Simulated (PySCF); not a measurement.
PySCF 2.14 output of an unrestricted PBE calculation on a single atom or ion in aug-cc-pV(T+d)Z with one added diffuse shell each of s, p, d, f type (7s6p5d3f, 71 functions), with no relativity, point nucleus:

```
SCF conv_tol = 1e-09
number electrons alpha = 9  beta = 6
    J. P. Perdew, K. Burke, and M. Ernzerhof.,  Phys. Rev. Lett. 77, 3865 (1996)
    J. P. Perdew, K. Burke, and M. Ernzerhof.,  Phys. Rev. Lett. 78, 1396 (1997)
    J. P. Perdew, K. Burke, and M. Ernzerhof.,  Phys. Rev. Lett. 77, 3865 (1996)
    J. P. Perdew, K. Burke, and M. Ernzerhof.,  Phys. Rev. Lett. 78, 1396 (1997)
cycle= 1 E= -341.108118193179  delta_E= -0.00469  |g|= 0.0277  |ddm|= 0.201
cycle= 2 E= -341.108241475044  delta_E= -0.000123  |g|= 0.00685  |ddm|= 0.0626
cycle= 3 E= -341.108252689629  delta_E= -1.12e-05  |g|= 0.00061  |ddm|= 0.0156
cycle= 4 E= -341.108252910884  delta_E= -2.21e-07  |g|= 4.32e-05  |ddm|= 0.00171
cycle= 5 E= -341.108252911929  delta_E= -1.05e-09  |g|= 6.24e-07  |ddm|= 8.79e-05
cycle= 6 E= -341.10825291193  delta_E= -2.27e-13  |g|= 1.38e-08  |ddm|= 2.11e-06
converged SCF energy = -341.10825291193  <S^2> = 3.7503881  2S+1 = 4.000194
```

The run itself started from symmetry-adapted Hartree-Fock orbitals and held the occupation by maximum overlap, on a logarithmic radial grid, so the iterations belong to that start.

**Question.** Which element, charge and spin multiplicity is this?

**Answer.** P (phosphorus, neutral), multiplicity 4; the state was [Ne] 3s2 3p3, high-spin 4S determinant.
